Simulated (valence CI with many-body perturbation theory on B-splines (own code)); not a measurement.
Tc IV in brief

Calculated by relativistic CI+MBPT: four valence electrons over a frozen Dirac-Fock core [Kr], a basis of 9 s, 9 p, 10 d, 8 f, 5 g, 3 h, 1 i functions for each j, with the one-electron correlation potential Σ1, the two-electron term Σ2, the three-electron term Σ3, Breit, model QED; selected CI, second order for the rest, scaled by the run's own slope (own B-spline code, finite nucleus).

No measured spectrum was set against this ion. As an estimate, terms of the open shell hold to 2 to 4 % of their energy, and close levels can change places; different configurations can be misplaced against each other by 1,000 to 8,000 cm⁻¹. Core correlation moves these levels by up to 14000 cm⁻¹, and in measured spectra 5 to 20 % of such shifts remained as error; rates that hang on mixing are uncertain with them. Among the levels kept, up to 380 cm⁻¹ of a level comes from second order outside the variational space, and about a tenth of that is noise between levels of different J, which matters for small intervals. Only levels of the ground parity were solved; by the run's estimate the other parity begins above the list, which can be wrong where configurations are misplaced.

Rates and lifetimes use the calculated energies. Strong lines usually hold to 10 to 20 %, long lifetimes can be off by a factor of two.

(1) What is the ground level?

(2) What is the ionisation energy?

(3) How is the term 5D of the ground level split?

(4) Name the longest-lived excited levels whose lifetime is computed, and their main decay.

(5) How well does LS coupling describe the low levels?

Results:

(1) 4d4 5D_0, composition 97 % 4d4 5D + 2 % 4d4 3P.

(2) 42.365 eV; NIST lists 41 ± 1.7 eV (theoretical).

(3) J = 0 at 0.0, J = 1 at 355, J = 2 at 964, J = 3 at 1744, J = 4 at 2642 cm⁻¹.

(4) 4d4 5D_1 at 355 cm⁻¹ lives 421 s, mostly by M1 to 4d4 5D_0; 4d4 3H_6 at 16347 cm⁻¹ lives 135 s, mostly by M1 to 4d4 3H_5; 4d4 5D_2 at 964 cm⁻¹ lives 78.7 s, mostly by M1 to 4d4 5D_1.

(5) Among the lowest 20 levels the leading LS term, summed over configurations, holds 90 % on average. For single configurations the figures are 89 % in LS and 55 % in jj coupling. Terms mix most in the J = 3 level at 17259 cm⁻¹, where the leading one holds 62 %.
